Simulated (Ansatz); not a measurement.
Born–Oppenheimer molecular dynamics of CH$_{9}$N$_{3}$OSi (15 atoms, charge 0, multiplicity 1). It starts from a relaxed structure.

These are results of Ansatz, RKS LDA/STO-3G, not measurements.

```json
{
 "ensemble": "NVT, Nosé–Hoover chain",
 "time step": "0.5 fs",
 "steps asked": "150",
 "set temperature": "300 K",
 "thermostat": "time constant 100 fs, chain length 3 (defaults)",
 "seed": "61951"
}
```

First frame:

```xyz
15
Properties=species:S:1:pos:R:3
Si -0.004 0.011 0.009
O 0.166 0.048 1.710
C -1.066 -0.390 2.347
H -1.688 -0.972 1.619
H -0.817 -1.033 3.218
H -1.663 0.471 2.731
N 1.623 -0.091 -0.481
H 2.383 -0.277 0.193
H 1.960 0.305 -1.373
N -0.722 1.326 -0.887
H -1.753 1.424 -0.726
H -0.299 2.262 -0.685
N -1.143 -1.292 -0.322
H -0.702 -2.242 -0.304
H -1.585 -1.194 -1.268
```

Question: How far do the bonds stretch over the last three quarters of this one trajectory? (Pairs bonded in most of those frames.)

Answer: 
```json
{"bond": "Si1–O2", "mean (Å)": "1.710", "spread (Å)": "0.031", "shortest": "1.65", "longest": "1.74"}
{"bond": "Si1–N7", "mean (Å)": "1.722", "spread (Å)": "0.013", "shortest": "1.70", "longest": "1.76"}
{"bond": "Si1–N10", "mean (Å)": "1.747", "spread (Å)": "0.033", "shortest": "1.69", "longest": "1.80"}
{"bond": "Si1–N13", "mean (Å)": "1.756", "spread (Å)": "0.031", "shortest": "1.70", "longest": "1.79"}
{"bond": "O2–C3", "mean (Å)": "1.450", "spread (Å)": "0.027", "shortest": "1.41", "longest": "1.50"}
{"bond": "C3–H4", "mean (Å)": "1.120", "spread (Å)": "0.016", "shortest": "1.09", "longest": "1.15"}
{"bond": "C3–H5", "mean (Å)": "1.115", "spread (Å)": "0.017", "shortest": "1.08", "longest": "1.14"}
{"bond": "C3–H6", "mean (Å)": "1.117", "spread (Å)": "0.007", "shortest": "1.10", "longest": "1.13"}
{"bond": "N7–H8", "mean (Å)": "1.041", "spread (Å)": "0.014", "shortest": "1.01", "longest": "1.06"}
{"bond": "N7–H9", "mean (Å)": "1.040", "spread (Å)": "0.014", "shortest": "1.02", "longest": "1.07"}
{"bond": "N10–H11", "mean (Å)": "1.048", "spread (Å)": "0.013", "shortest": "1.02", "longest": "1.07"}
{"bond": "N10–H12", "mean (Å)": "1.046", "spread (Å)": "0.018", "shortest": "1.02", "longest": "1.08"}
{"bond": "N13–H14", "mean (Å)": "1.046", "spread (Å)": "0.019", "shortest": "1.02", "longest": "1.09"}
{"bond": "N13–H15", "mean (Å)": "1.049", "spread (Å)": "0.015", "shortest": "1.02", "longest": "1.07"}
```

Mean temperature of the second half: 170 K. The conserved energy stayed within 0.18 meV per atom of its start (net change 0.054 meV per atom), so the integration is sound. The mean temperature of the second half is 43 % below the set value. A run of 0.075 ps of so small a system gives no equilibrium averages. Limits of this set-up: minimal basis.

Time of the run: 6.5 min on 1 thread of Arm Neoverse V1, with other jobs on the host, peak memory 0.099 GiB.
